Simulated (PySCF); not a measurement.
An unknown shows these calculated signals:

¹H NMR (600 MHz, computed): δ 5.14 (br s, 1H), 4.48 (br s, 1H), 2.70 (m, 1H), 1.93 (m, 1H), 1.82 (m, 1H), 1.35 (m, 1H), 0.85 (m, 1H), 0.77 (m, 1H), 0.55 (m, 1H), 0.43 (br s, 1H), 0.27 (m, 1H).

¹³C{¹H} NMR (computed): δ 163.9 (C), 106.7 (CH2), 34.6 (CH), 24.6 (CH2), 17.3 (CH2), 13.2 (CH2), 7.8 (CH).

All values are calculated (PySCF): coordinates at the GFN2-xTB level, PBE0/pcSseg-1 with gauge-including orbitals. In vacuum, one computed conformer, relativity neglected.

Scale: TMS for ¹H (31.72 ppm) and ¹³C (186.93 ppm) (reference shieldings calculated alike).

Problem. Which of these does the molecule contain: an NH or NH2 group, a benzene ring, an N-methyl group, a three-membered ring, a non-aromatic C=C double bond, a Si–H bond?

Solution. 
- An NH or NH2 group: yes (δH 0.43 (br s)).
- A benzene ring: no.
- An N-methyl group: no.
- A three-membered ring: yes.
- A non-aromatic C=C double bond: yes.
- A Si–H bond: no.

The data belong to `C=C(C1CC1)[C@H]1CN1`, C7H11N; they needn't prove each group on their own.

Carbon signals by region: 1 in the far downfield region (above 160 ppm), 1 in the sp2 and nitrile region (100–160 ppm), 5 below 50 ppm. Above 160 ppm: 163.9, fully substituted alkene carbon.

The OH or NH signal is concentration- and solvent-dependent in practice; the value given is the gas-phase one. Shifts are as computed. Against solution values, carbons near 30 ppm lie about +3 ppm off and those near 130 ppm about +5 ppm. Of 1211 compounds with measured shifts, 218 miss one by over three times the rms of a fit or turn the order of signals round; such compounds aren't used in these exercises. No couplings were computed; multiplicities are counted from neighbouring protons, with m where these are inequivalent, close in shift, in a saturated or five-membered ring or joined by F or P, and br s for small geminal =CH2 splittings.
